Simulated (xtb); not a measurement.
Job for xtb: GFN-FF on H6OSi2 (SMILES [SiH3]O[SiH3]).

```
$ xtb mol.xyz --gfnff --sp --chrg 0 --uhf 0
9

Si     1.54600040    -0.32250573     0.04969831
O     -0.01357430    -0.18105792    -0.42558390
Si    -1.54805813     0.29501397    -0.11431686
H      2.30881521    -0.96400270    -1.04181038
H      2.11480203     1.01572250     0.33461333
H      1.63206672    -1.15434095     1.27289395
H     -2.06995094    -0.41560145     1.07657350
H     -2.38309722    -0.02775720    -1.29046550
H     -1.58700376     1.75452948     0.13839756
```

Predict the final total energy.

-0.8682 hartree.
